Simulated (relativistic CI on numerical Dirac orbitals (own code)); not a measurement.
## Spin-allowed bands of a d2 ion in a tetrahedral site, by hand

Problem. A d2 ion in a tetrahedral site has a 3A2 ground term and spin-allowed bands at ν1 = 5500 and ν2 = 9341 cm⁻¹ (from a computed ligand-field model). Find Δ and the Racah parameter B, and predict the third band.

Working.
1. The F term splits into A2 (−1.2Δ), T2 (−0.2Δ) and T1 (+0.6Δ), so ν1 = E(T2) − E(A2) = Δ = 5500 cm⁻¹.
2. T1(F) mixes with T1(P), which lies at 15B, through an element 0.4Δ. The two roots, counted from A2, are ν2,3 = ½(15B + 3Δ) ∓ ½√[(15B − Δ)² + 12BΔ].
3. Solving the lower root for B gives B = (2ν1² + ν2² − 3ν1ν2)/(15ν2 − 27ν1) = -6372219/-8385 = 760 cm⁻¹.
4. The sum of the roots is 15B + 3Δ, so ν3 = 15B + 3ν1 − ν2 = 18558 cm⁻¹ (539 nm).

Check. The bands were computed by exact diagonalisation of the d2 shell with B = 760 and Δ = 5500 cm⁻¹, which gives ν3 = 18559 cm⁻¹. C does not enter the terms of highest spin.
